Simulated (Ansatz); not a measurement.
Isolated molecules relaxed with PBE0-D4/def2-TZVP in Ansatz; ΔE leaves out vibrations. CCSD(T)/CBS adds triple-zeta CCSD(T) − MP2 to the extrapolated MP2 energy (def2 sets, frozen cores). Functionals use def2-TZVPP. B3LYP here is the variant with VWN-RPA as its local correlation; programs differ in this. Each species was taken in one conformer, which may not be the lowest.

`[CH3][AlH][BH]O` + `CO[SiH2][SiH3]` → `OBO[SiH2][SiH3]` + `[CH3][AlH][CH3]`  (redistribution)

```json
{"level": "B3LYP-D4", "ΔE (kcal/mol)": "-67.2"}
{"level": "CAM-B3LYP-D4", "ΔE (kcal/mol)": "-68.3"}
{"level": "BLYP", "ΔE (kcal/mol)": "-65.2"}
{"level": "MP2/def2-SVP", "ΔE (kcal/mol)": "-71.7"}
{"level": "CCSD/def2-TZVPP", "ΔE (kcal/mol)": "-67.4"}
{"level": "CCSD(T)/def2-TZVPP", "ΔE (kcal/mol)": "-67.3"}
{"level": "HF/def2-QZVPP", "ΔE (kcal/mol)": "-68.2"}
{"level": "MP2/CBS(def2)", "ΔE (kcal/mol)": "-70.8"}
```

Question: What does CCSD(T)/CBS give? (Estimate.)

Answer: Computed: -67.7 kcal/mol. The listed levels differ from it by 0.5, -0.6, 2.5, -4.0, 0.3, 0.4, -0.5, -3.1 kcal/mol.

Largest T1 diagnostic among the species: 0.013.

From PBE to PBE0 (25 % exact exchange), in def2-TZVPP and without D4, ΔE moves by −1.7 kcal/mol. Leaving LDA and LC-ωPBE aside and taking each functional with its dispersion term where it has one, the values, not all of them listed here, spread over 6.9 kcal/mol, from B97M-V to revPBE-D4. LDA lies −3.4 kcal/mol from PBE without D4.
